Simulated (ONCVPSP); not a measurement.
# An all-electron radial function and its pseudo partner (Co)

Columns: radius, all-electron u(r) and pseudo u(r) of the 3d shell (level -27.40 eV) of cobalt in the configuration [Ne] 3s2 3p6 3d7; LDA (Perdew-Wang 92), scalar-relativistic, ONCV scheme, ONCVPSP 4.0.1.

```json
{"r (bohr)": "0.050", "all-electron": "0.0155", "pseudo": "0.0039"}
{"r (bohr)": "0.100", "all-electron": "0.0830", "pseudo": "0.0301"}
{"r (bohr)": "0.150", "all-electron": "0.1939", "pseudo": "0.0936"}
{"r (bohr)": "0.200", "all-electron": "0.3261", "pseudo": "0.1983"}
{"r (bohr)": "0.250", "all-electron": "0.4611", "pseudo": "0.3367"}
{"r (bohr)": "0.300", "all-electron": "0.5864", "pseudo": "0.4923"}
{"r (bohr)": "0.350", "all-electron": "0.6951", "pseudo": "0.6452"}
{"r (bohr)": "0.400", "all-electron": "0.7841", "pseudo": "0.7777"}
{"r (bohr)": "0.450", "all-electron": "0.8536", "pseudo": "0.8794"}
{"r (bohr)": "0.500", "all-electron": "0.9041", "pseudo": "0.9463"}
{"r (bohr)": "0.550", "all-electron": "0.9381", "pseudo": "0.9824"}
{"r (bohr)": "0.600", "all-electron": "0.9579", "pseudo": "0.9950"}
{"r (bohr)": "0.650", "all-electron": "0.9658", "pseudo": "0.9916"}
{"r (bohr)": "0.700", "all-electron": "0.9641", "pseudo": "0.9794"}
{"r (bohr)": "0.750", "all-electron": "0.9548", "pseudo": "0.9623"}
{"r (bohr)": "0.800", "all-electron": "0.9398", "pseudo": "0.9427"}
{"r (bohr)": "0.850", "all-electron": "0.9202", "pseudo": "0.9210"}
{"r (bohr)": "0.900", "all-electron": "0.8974", "pseudo": "0.8975"}
{"r (bohr)": "0.950", "all-electron": "0.8723", "pseudo": "0.8722"}
{"r (bohr)": "1.000", "all-electron": "0.8455", "pseudo": "0.8454"}
{"r (bohr)": "1.050", "all-electron": "0.8177", "pseudo": "0.8176"}
{"r (bohr)": "1.100", "all-electron": "0.7893", "pseudo": "0.7892"}
{"r (bohr)": "1.150", "all-electron": "0.7606", "pseudo": "0.7605"}
{"r (bohr)": "1.200", "all-electron": "0.7320", "pseudo": "0.7319"}
{"r (bohr)": "1.250", "all-electron": "0.7036", "pseudo": "0.7036"}
{"r (bohr)": "1.300", "all-electron": "0.6757", "pseudo": "0.6756"}
```

Q: How many radial nodes do the two functions have?

A: The all-electron 3d function has n − l − 1 = 0; the pseudo-wave has 0.

Q: At about which radius was the pseudo-wave matched?

A: 1.00 bohr. The columns agree to 0.0005 from 0.90 bohr on; several derivatives are matched, so the curves merge somewhat inside the radius.

Q: Is the pseudo-wave norm-conserving?

A: Yes: the ONCV scheme keeps the norm inside the radius equal to the all-electron one, which fixes the energy derivative of the logarithmic derivative at the level.
